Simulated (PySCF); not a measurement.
# Reading the logs of faulty runs: B2H3OSi

These are calculations, not measurements. They come from PySCF 2.14.0, an open-source quantum chemistry program, on an isolated molecule that a program drew, which may never have been made. The molecule is B2H3OSi (charge 0, doublet), drawn as the SMILES string `[BH][SiH2]B=O`.

Each row is a Hartree-Fock (HF) and frozen-core CCSD(T) single point in the cc-pV(D+d)Z basis, meant for a local HF minimum. Run 1 is clean. Each other run has one planted mistake out of seven kinds, and not every kind appears here: one electron removed, one electron added, multiplicity raised by two, geometry at a saddle point, minimal basis STO-3G, one bond length entered in bohr, all coordinates scaled. The reference is restricted for singlets and unrestricted otherwise, and also for a bond in bohr. Adding or removing an electron swaps singlet and doublet. Electrons count all cores. HOMO and LUMO are orbital energies over both spins, the gradient is its largest component, and the lowest frequency (negative if imaginary) is given only where the gradient is small. Bond lengths are over the 6 bonds as drawn. T1 is the CCSD diagnostic: over 0.02 (restricted) or 0.045 (unrestricted) a single reference is doubtful.

Geometry of the clean run:
```xyz
7
B2H3OSi, angstrom
B     1.8177    1.7636   -2.9875
Si    0.6891    0.8599   -1.5834
B     1.1493   -1.1064   -1.6864
O     1.4247   -2.2579   -1.7661
H     1.6559    2.1849   -4.0906
H     1.0524    1.3255   -0.2278
H    -0.7778    0.9728   -1.7572
```

```
run,electrons,basis functions,<S^2>,HOMO (eV),LUMO (eV),gradient (hartree/bohr),lowest frequency (cm^-1),mean bond (Å),longest bond (Å),T1,HF (hartree),CCSD(T) (hartree),mistake
1,35,80,0.757,-9.59,0.38,2.4e-05,87,1.5627,2.022,0.0196,-414.88806,-415.35494,no fault
2,35,27,0.754,-7.49,5.87,2.9e-02,-,1.5627,2.022,0.0182,-409.89198,-410.10892,minimal basis STO-3G
3,35,80,0.757,-9.65,0.31,7.6e-02,-,1.6221,2.099,0.0211,-414.87842,-415.35114,all coordinates scaled
4,35,80,3.762,-8.88,-2.65,3.7e-02,-,1.5627,2.022,0.0299,-414.75805,-415.21531,multiplicity raised by two
5,35,80,1.207,-9.68,0.48,1.5e-02,-,1.8615,3.809,0.0625,-414.79701,-415.25738,one bond length entered in bohr
6,36,80,0.000,-0.53,6.69,4.0e-02,-,1.5627,2.022,0.0234,-414.86111,-415.36333,?
```

**Which mistake was planted in run 6, and what did it cost?**

It counts 36 electrons, one more than the clean run, at the same geometry and basis. So the mistake is: one electron added. Subtracting run 1 and multiplying by 627.51 kcal/mol a hartree, the energy moved by 16.9 kcal/mol in HF and -5.3 kcal/mol in CCSD(T).

Cautions from the logs. Run 5: T1 is over the limit, so its CCSD(T) energy is less reliable; run 6: T1 is over the limit, so its CCSD(T) energy is less reliable.
